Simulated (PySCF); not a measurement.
W(NH)2(F)(Cl) (ClFH2N2W), SMILES [W]([F])([Cl])(=[NH])=[NH], multiplicity 1. Coordinates come from a PBE-D3(BJ)/def2-SVP optimisation. The spin state was assumed, not searched. The structure was generated by enumeration; whether it is a known compound was not checked. The def2 effective core potentials stand for the cores of W; spin–orbit coupling is left out.

Computed equilibrium geometry at PBE-D3(BJ)/def2-SVP (PySCF confirms it by a frequency run) as a Z-matrix, and its point group:
point group Cs.
```
W
N 1 1.7574
H 2 1.0244 1 154.78
N 1 1.7574 2 109.34 3 -2.42
H 4 1.0244 1 154.78 2 2.42
F 1 1.8886 2 107.77 3 -119.31
Cl 1 2.3058 2 106.88 3 112.92
```
Charge 0, spin multiplicity 1.
